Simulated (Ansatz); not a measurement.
Counterpoise correction, worked out

The pair of CH3Cl (SMILES CCl, atoms 1–5) and H2Te (SMILES [TeH2], atoms 6–8), both closed shells, in one local arrangement (a lower one may exist), relaxed at PBE0-D4/def2-TZVP:

```
8
angstrom
C -0.0921 -0.0709 -1.4875
Cl 1.3890 -0.9213 -1.0022
H 0.1893 0.8584 -1.9774
H -0.6799 0.1310 -0.5937
H -0.6461 -0.7083 -2.1725
Te -0.6707 -0.1528 2.6776
H 0.6444 -0.5444 1.7492
H -0.1341 1.4083 2.8064
```

Program: Ansatz 0.2.0. Basis: def2-TZVPPD. Cores are frozen in the correlated methods. Filled d shells of the heavier atoms are correlated. Core potentials replace the inner electrons of the atoms past krypton. The def2 sets are not built for correlating such inner shells, so the correlated values are less sure here.

CCSD(T) total energies in eV:

| system | geometry | basis functions | energy |
| --- | --- | --- | --- |
| pair | pair | all | -20903.78900 |
| CH3Cl | as in the pair | all (partner as ghosts) | -13593.83424 |
| H2Te | as in the pair | all (partner as ghosts) | -7309.88996 |
| CH3Cl | as in the pair | its own | -13593.82624 |
| H2Te | as in the pair | its own | -7309.86372 |
| CH3Cl | free (PBE0-D4 minimum) | its own | -13593.82586 |
| H2Te | free (PBE0-D4 minimum) | its own | -7309.86394 |

(1) Work out the interaction energy with and without the counterpoise correction, the superposition error, and the binding energy from the relaxed fragments.

The T1 diagnostic stays at or below 0.011.

## Answers

(1) Without correction: -20903.78900 − (-13593.82624) − (-7309.86372) = -0.09904 eV.
With correction (each fragment in the whole basis): -20903.78900 − (-13593.83424) − (-7309.88996) = -0.06480 eV = -1.49 kcal/mol.
The superposition error is the difference, 0.03424 eV, 35 % of the uncorrected value: each fragment borrows its partner's functions.
Deformation from the free shapes: -0.00038 eV for CH3Cl and 0.00022 eV for H2Te (a small negative value is possible, since the free shapes are minima of another method).
Binding energy from relaxed fragments: -0.06480 + (-0.00038) + 0.00022 = -0.06496 eV = -1.50 kcal/mol (electronic, without zero-point energy; negative means bound). For comparison, the corrected interaction energy by CCSD(T) at an estimated basis limit (MP2 extrapolated from triple and quadruple zeta, plus CCSD(T) − MP2 in triple zeta) is -0.084 eV; triple zeta with the correction binds less.

For scale, one of the runs: CCSD(T)/def2-TZVPPD, 232 basis functions, launched by `ansatz run in.yaml --threads 4 --pin off --events-out ev --progress --plain --max-ram 9574MiB`. Time: 3.1 min of wall clock on 4 CPU threads of an Arm Neoverse N1; the host was shared. Peak host memory: 4.4 GiB.
